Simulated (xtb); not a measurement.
xtb input (GFN1-xTB):

```bash
xtb mol.xyz --gfn 1 --sp --chrg 0 --uhf 0
```
mol.xyz:
```
6

O     -1.51212406    -0.24523112     0.09712857
Al     0.02467398     0.45626519    -0.00763528
O      1.37864559    -0.56648654    -0.07798524
H     -1.66828276    -1.19047481     0.11946584
H      0.12990355     2.01734844    -0.03505042
H      2.28544525    -0.26457977    -0.13830341
```

End of the output:

```
         :::::::::::::::::::::::::::::::::::::::::::::::::::::
         ::                     SUMMARY                     ::
         :::::::::::::::::::::::::::::::::::::::::::::::::::::
         :: total energy             -12.417896942108 Eh    ::
         :: gradient norm              0.029521964704 Eh/a0 ::
         :: HOMO-LUMO gap              6.494859709854 eV    ::
         ::.................................................::
         :: SCC energy               -12.480008805145 Eh    ::
         :: -> electrostatic           0.096560202559 Eh    ::
         :: repulsion energy           0.063091466914 Eh    ::
         :: dispersion energy         -0.000979603877 Eh    ::
         :: halogen bond corr.         0.000000000000 Eh    ::
         :: add. restraining           0.000000000000 Eh    ::
         :: total charge              -0.000000000000 e     ::
         :::::::::::::::::::::::::::::::::::::::::::::::::::::

           -------------------------------------------------
          |                Property Printout                |
           -------------------------------------------------

    * Orbital Energies and Occupations

         #    Occupation            Energy/Eh            Energy/eV
      -------------------------------------------------------------
         1        2.0000           -0.7513490             -20.4452
         2        2.0000           -0.7372874             -20.0626
         3        2.0000           -0.5899091             -16.0522
         4        2.0000           -0.5812900             -15.8177
         5        2.0000           -0.5259488             -14.3118
         6        2.0000           -0.5119036             -13.9296
         7        2.0000           -0.4980074             -13.5515
         8        2.0000           -0.4946693             -13.4606
         9        2.0000           -0.4628461             -12.5947 (HOMO)
        10                         -0.2241644              -6.0998 (LUMO)
        11                         -0.1158820              -3.1533
        12                         -0.1077668              -2.9325
        13                         -0.0898632              -2.4453
        14                         -0.0524734              -1.4279
        15                          0.0095717               0.2605
        16                          0.0125226               0.3408
        17                          0.0193882               0.5276
        18                          0.1160458               3.1578
Note: The following floating-point exceptions are signalling: IEEE_DENORMAL
normal termination of xtb
        19                          0.1364949               3.7142
        20                          0.3864161              10.5149
       ...                                ...                  ...
        23                          1.1000699              29.9344
      -------------------------------------------------------------
                  HL-Gap            0.2386817 Eh            6.4949 eV
             Fermi-level           -0.3435053 Eh           -9.3473 eV

  Mulliken/CM5 charges         n(s)   n(p)   n(d)
     1O    -0.60135 -0.78314   1.647  4.955  0.000
     2Al    0.57779  0.50348   0.960  1.047  0.415
     3O    -0.60682 -0.78910   1.651  4.956  0.000
     4H     0.35814  0.53741   0.642  0.000  0.000
     5H    -0.07750  0.00301   1.078  0.000  0.000
     6H     0.34975  0.52835   0.650  0.000  0.000

Wiberg/Mayer (AO) data.
largest (>0.10) Wiberg bond orders for each atom

 ---------------------------------------------------------------------------
     #   Z sym  total        # sym  WBO       # sym  WBO       # sym  WBO
 ---------------------------------------------------------------------------
     1   8 O    2.110 --     2 Al   1.205     4 H    0.839
     2  13 Al   3.348 --     1 O    1.205     3 O    1.186     5 H    0.911
     3   8 O    2.103 --     2 Al   1.186     6 H    0.849
     4   1 H    0.873 --     1 O    0.839
     5   1 H    0.999 --     2 Al   0.911
     6   1 H    0.880 --     3 O    0.849
 ---------------------------------------------------------------------------

Topologies differ in total number of bonds
Writing topology from bond orders to xtbtopo.mol

 dipole moment from electron density (au)
     X       Y       Z
   0.8114  -0.0383  -0.0498  total (Debye):    2.069

           -------------------------------------------------
          | TOTAL ENERGY              -12.417896942108 Eh   |
          | GRADIENT NORM               0.029521964704 Eh/α |
          | HOMO-LUMO GAP               6.494859709854 eV   |
           -------------------------------------------------

------------------------------------------------------------------------
------------------------------------------------------------------------
 total:
 SCF:
```
